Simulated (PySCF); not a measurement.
Predicted microwave data (PBE0-D3(BJ)/def2-SVP geometry optimisation, gas phase in PySCF) for one isomer of C9H8O:

| Quantity | Value |
| --- | --- |
| Rotational constants | A = 2398, B = 1216, C = 811.0 MHz |
| Dipole components | \|μa\| = 0.95 D, \|μb\| = 0.38 D, \|μc\| = 0.00 D |
| Inertial defect | -3.25 u·Å² |
| κ | -0.49 |

Problem. Which structure is it? (One computed conformer of each.)
A. `[CH2:1]=[CH:2][c:3]1[cH:4][cH:5][c:6]([OH:7])[c:8]2[c:9]1[CH2:10]2` with C1–C2–C3–C4 180°, C5–C6–O7–H 180°
B. `[CH3:1][C:2]#[C:3][c:4]1[cH:5][cH:6][cH:7][c:8]([OH:9])[cH:10]1` with C7–C8–O9–H 180°
C. 1-indanone (`O=C1CCc2ccccc21`)
D. `[CH3:1][O:2][c:3]1[cH:4][cH:5][cH:6][c:7]2[c:8]1[CH:9]=[CH:10]2` with C1–O2–C3–C4 0°

Solution. D. It is COc1cccc2c1C=C2, an asymmetric top, point group Cs. The candidates at the same level (rigid rotor, commonest isotopes):

| SMILES | A (MHz) | B (MHz) | C (MHz) | μa (D) | μb (D) | μc (D) | Δ (u·Å²) | point group | rotor |
| --- | --- | --- | --- | --- | --- | --- | --- | --- | --- |
| C=Cc1ccc(O)c2c1C2 | 2990 | 972.0 | 737.2 | 0.40 | 1.30 | 0.03 | -3.41 | – | asymmetric top |
| COc1cccc2c1C=C2 | 2398 | 1216 | 811.0 | 0.95 | 0.38 | 0.00 | -3.25 | Cs | asymmetric top |
| CC#Cc1cccc(O)c1 | 3186 | 681.9 | 563.7 | 1.42 | 1.09 | 0.00 | -3.19 | near Cs | near-prolate asymmetric top |
| O=C1CCc2ccccc21 | 2563 | 1267 | 856.6 | 2.06 | 2.66 | 0.00 | -6.25 | Cs | asymmetric top |

`C=Cc1ccc(O)c2c1C2` has A 25 % too high; `O=C1CCc2ccccc21` has A 7 % too high; `CC#Cc1cccc(O)c1` has B 44 % too low. In the right answer the mirror of this Cs structure is the ab plane, so μc vanishes by symmetry. No structure here is proved a minimum.
